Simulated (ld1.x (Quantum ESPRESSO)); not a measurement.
The numbers below are computed, except where a source is named.
**Pseudopotentials across the periodic table**

Generated with ld1.x 7.5 (TM, RRKJ, ultrasoft, PAW), atompaw 4.2 or ONCVPSP 4.0.1. The cutoff is in Ry: for ld1.x and atompaw files where the sum of valence levels is converged to 10 mRy in a Bessel basis, for ONCV files where the hardest occupied wave has 1 mHa per electron of residual kinetic energy. The error is the largest all-electron minus pseudo excitation energy over each file’s own four to seven test configurations (ionisations up to +4, promotions, holes and added fractions of an electron), all of which were solved. The labels leave out finer settings (local radius, basis sizes, second energies), which also bear on the numbers. Spin-polarised tests are not counted. The rows are a selection from randomly drawn settings: files with unsolved tests, undetermined cutoffs or missed reference levels are left out.

A true bound ghost makes a file unfit for plane-wave use even where its test errors are small: the radial tests pick states by their node count and pass the ghost by.

```tsv
element	potential	cutoff (Ry)	largest error (meV)	bound ghosts
B	TM, LDA (PZ), scalar-relativistic, rc 1.50/2.05/1.70 (spd), local p, core correction no, reference 2s2 2p0	21	+86	none
P	TM, PBE, non-relativistic, rc 1.10/1.95 (sp), local s, core correction no, reference 3s2 3p2	70	+100	none
Pd	RRKJ, LDA (PZ), scalar-relativistic, rc 1.75/1.75/1.25 (spd), local s, core correction yes, reference 4p6 4d8 5s0 5p0	90	-482	none
I	TM, Wu–Cohen, scalar-relativistic, rc 1.60/1.65 (sp), local smoothed, core correction no, reference 5s2 5p5	40	-43	s, p, d
Xe	TM, PBE, scalar-relativistic, rc 1.50/1.95/1.45 (spd), local s, core correction no, reference 4d10 5s2 5p4.5	110	-539	none
Pt	TM, PBE, scalar-relativistic, rc 2.15/3.05/1.65 (spd), local smoothed, core correction yes, reference 5d8.5 6s0 6p0	40	-67	s, p
```

Problem. Fill in the row for Se: TM, PBE, scalar-relativistic, rc 1.50/1.65/1.70 (spd), local smoothed, core correction yes, reference 4s2 4p4.

Solution. cutoff 30 Ry, largest error +46 meV, bound ghosts: none.
